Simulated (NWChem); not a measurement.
# Total energies of AgI

```xyz
2

Ag     0.0000     0.0000    -1.3700
I      0.0000     0.0000     1.2149
```
Charge 0, spin multiplicity 1.

Everything below was run with NWChem. All single points use one geometry, from PBE/def2-SVP with def2 effective core potentials on Ag, I, a minimum by its harmonic frequencies.

Basis set: def2-SVP (57 functions).

```json
[
 {"method": "RHF", "total energy (Ha)": "-442.79793"},
 {"method": "MP2", "total energy (Ha)": "-443.15334"},
 {"method": "B2PLYP", "total energy (Ha)": "-444.20483"},
 {"method": "PBE", "total energy (Ha)": "-444.69735"},
 {"method": "B3LYP", "total energy (Ha)": "-444.84806"},
 {"method": "LDA (SVWN5)", "total energy (Ha)": "-444.03662"},
 {"method": "CCSD(T)", "total energy (Ha)": "-443.16038"}
]
```

Total energies of different functionals aren't comparable as a measure of quality: only differences taken within one method are. 

Effective core potentials replace the inner electrons of Ag, I; spin-orbit coupling is left out. The correlated methods keep 8 core orbitals frozen. B3LYP has NWChem's definition, with VWN1-RPA local correlation. The structure started from a generated list of species. No row is a measurement; the coupled-cluster row has its own basis-set and correlation limits.
